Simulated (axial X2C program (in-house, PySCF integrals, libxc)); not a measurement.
Tm: configurations by level of theory

Calculated with an in-house all-electron X2C program for linear molecules (integrals from PySCF), basis dyall-v3z (cores contracted in-house), spin-free (one-electron X2C) and two-component (2c, atomic mean-field Coulomb and Gaunt terms). Energies in eV from the lowest row of each column (rows without correlated energies are left out; n/a marks j-coupled starts, which PBE0 does not hold); electrons by l are Mulliken totals of the Hartree–Fock solution, and PBE0 can relax to another configuration under the same block occupation. Coupled cluster uses truncated natural virtuals with an MP2 remainder. Frozen shells in the correlated columns: 4 s, 3 p, 2 d.

Spin-free determinants:

| electrons by l | M_S, M_L | HF | MP2 | PBE0 |
| --- | --- | --- | --- | --- |
| s12 p24 d20 f13 | 1/2, 0 | 0.00 | 0.00 | 0.00 |
| s12 p24 d20 f13 | 1/2, 3 | 0.02 | 0.02 | 0.32 |
| s12 p24 d20 f13 | 1/2, 1 | 0.06 | 0.04 | 0.02 |
| s12 p24 d20 f13 | 1/2, 2 | 0.13 | 0.08 | 0.00 |

Two-component determinants:

| electrons by l | 2M_J | HF | MP2 | PBE0 |
| --- | --- | --- | --- | --- |
| s12 p24 d20 f13 | 7 | 0.00 | 0.00 | 0.27 |
| s12 p24 d20 f13 | 1 | 0.01 | 0.00 | 0.16 |
| s12 p24 d20 f13 | 3 | 0.07 | 0.05 | 0.05 |
| s12 p24 d20 f13 | 5 | 0.11 | 0.07 | 0.00 |

Ground level as tabulated from the NIST Atomic Spectra Database (leading term): 2S+1 = 2, L = 3, J = 7/2.

Spin-free rows of one term, and 2c rows of one J level, should be degenerate; broken spherical symmetry, the missing current term of PBE0 and determinants that mix terms or J levels spread them. The search is wide but not exhaustive and can miss a configuration; gaps between s and d configurations can be off by some tenths of an eV with this basis and core.

The run took 55 s on 1 thread of Arm Neoverse V2 (shared host).
